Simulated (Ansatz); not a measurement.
Task: Name a neutral molecule of Al, F, S and H with size of the dipole moment (ωB97M-V/def2-TZVPP) between 0.90 and 1.20 D and LUMO energy (B3LYP/def2-TZVPP) between -2.15 and -1.85 eV (Ansatz, PBE0-D4/def2-TZVP geometry).

Result: `[F][Al]([F])[S][AlH2]` (1.18 D, -1.95 eV). Other molecules can fit too; these were computed, each in one conformer that needn't be the lowest.

B3LYP here is the variant with VWN-RPA as its local correlation; programs differ in this.
